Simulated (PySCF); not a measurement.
## Correlation energy of Os (osmium, neutral)

[Xe] 4f14 5d8, high-spin 3F determinant (an excited configuration). Calculation: PySCF 2.14, in x2c-TZVPPall with one added diffuse shell each of s, p, d, f type (12s8p8d4f1g, 113 functions); scalar relativity by spin-free X2C-1e. Frozen: [Xe] 4f14; 8 electrons correlated.

```tsv
level	correlation energy (mhartree)
CCSD	-207.99
(T)	-17.00
CCSD(T)	-224.99
```

Diagnostics: T1 = 0.0093, D1 = 0.0160, largest double amplitude 0.063.

Spin-orbit coupling, absent here, splits the open shell strongly.

Cost of the coupled-cluster step: about 60 core-seconds, for 8 correlated electrons.
